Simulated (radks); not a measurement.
Coulomb parameter of the 3d shell of the copper ion Cu3+ in the model configuration [Ar] 3d6.5 4s1.5, as a second difference U = [E(n + 0.5) + E(n - 0.5) - 2 E(n)] / (0.5)^2 with all orbitals relaxed. "Bare": the charge of the atom changes with n. "Screened": the 4s shell takes up the change at fixed total charge, which measures U(3d,3d) + U(4s,4s) - 2 U(3d,4s). Calculated with a radial shooting solver on a logarithmic mesh with Libxc functionals: Dirac Kohn-Sham, PBE, spin-unpolarised, spherical densities, point nucleus; open shells are shared between the two j in proportion to 2j + 1.

| case | configuration | E - E(n) (eV) |
|---|---|---|
| start | [Ar] 3d6.5 4s1.5 | 0.000 |
| bare +0.5 | [Ar] 3d7 4s1.5 | -27.966 |
| bare -0.5 | [Ar] 3d6 4s1.5 | 33.588 |
| screened +0.5 | [Ar] 3d7 4s1 | -10.637 |
| screened -0.5 | [Ar] 3d6 4s2 | 12.169 |

U(bare) = 22.491 eV, U(screened by 4s) = 6.127 eV.
